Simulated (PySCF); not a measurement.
C5H6O2.

```xyz
13

C     -1.5309     0.1238    -0.0585
C     -0.8963     1.2934    -0.2204
O      0.4270     1.5468    -0.3284
C      1.4049     0.6081    -0.1602
C      1.3448    -0.6724     0.2448
O      0.2978    -1.4466     0.6030
C     -0.9650    -1.2641    -0.0237
H     -2.6215     0.1879    -0.0101
H     -1.4559     2.2293    -0.2887
H      2.3830     1.0331    -0.3874
H      2.2982    -1.2018     0.3332
H     -1.6537    -1.9261     0.5214
H     -0.8933    -1.6568    -1.0569
```

Geometry: B3LYP-D3(BJ)/def2-SVP. The values are those of a single conformer.

Level of theory: PBE/pcSseg-1 in PySCF. Non-relativistic, no solvent.

Computed absolute GIAO shielding of each atom: isotropic value and principal components (ppm):
| atom | σ(iso) | σ11 | σ22 | σ33 | span |
|---|---|---|---|---|---|
| C1 | 72.3 | -30.9 | 98.8 | 149.1 | 180.0 |
| C2 | 31.0 | -61.4 | 63.0 | 91.4 | 152.8 |
| O3 | 124.4 | 42.0 | 66.9 | 264.2 | 222.3 |
| C4 | 51.5 | -27.7 | 85.1 | 97.1 | 124.9 |
| C5 | 44.9 | -40.2 | 80.9 | 94.1 | 134.3 |
| O6 | 182.4 | 78.2 | 156.2 | 312.8 | 234.6 |
| C7 | 105.8 | 75.8 | 90.0 | 151.6 | 75.9 |
| H8 | 26.4 | 23.8 | 27.1 | 28.1 | 4.3 |
| H9 | 24.8 | 21.3 | 25.7 | 27.3 | 6.1 |
| H10 | 25.6 | 22.1 | 26.6 | 28.0 | 5.8 |
| H11 | 25.4 | 21.7 | 26.0 | 28.4 | 6.8 |
| H12 | 26.9 | 21.9 | 27.1 | 31.7 | 9.8 |
| H13 | 26.5 | 22.8 | 26.6 | 30.1 | 7.4 |
